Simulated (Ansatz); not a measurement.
Isolated molecules relaxed with PBE0-D4/def2-TZVP in Ansatz; ΔE leaves out vibrations. CBS: MP2 limit from def2 TZ/QZ plus the TZ coupled-cluster correction, frozen cores. This one scheme is used for every species. DFT in def2-TZVPP. def2 core potentials past Kr. For Hf outer-core shells are correlated without core-valence functions, which leaves a few kJ/mol of doubt a bond. One conformer a species, not always the lowest.

`[SH][Hf]([SH])([SH])[Cl]` + H–F → `[F][Hf]([SH])([SH])[SH]` + HCl  (ligand exchange at the Hf–Cl bond)

Is it downhill or uphill in electronic energy at CCSD(T)/CBS, and by how much? (Best estimate.)

Ansatz gave: Downhill: ΔE = -11.8 kJ/mol.

What do these levels give: BLYP-D4, B97M-V, ωB97M-V, PBE0, CCSD(T)/def2-TZVPP, HF/CBS(def2)? (Estimate.)

Computed: BLYP-D4 -28.6, B97M-V -24.6, ωB97M-V -23.0, PBE0 -19.2, CCSD(T)/def2-TZVPP -16.0, HF/CBS(def2) -24.6 kJ/mol.

Largest T1 diagnostic among the species: 0.016.

Leaving LDA and LC-ωPBE aside and taking each functional with its dispersion term where it has one, the values, not all of them listed here, spread over 18.5 kJ/mol, from CAM-B3LYP-D4 to PBE-QIDH. LDA lies +5.6 kJ/mol from PBE without D4. From r2SCAN to r2SCAN0 (25 % exact exchange), in def2-TZVPP and without D4, ΔE moves by +6.3 kJ/mol.
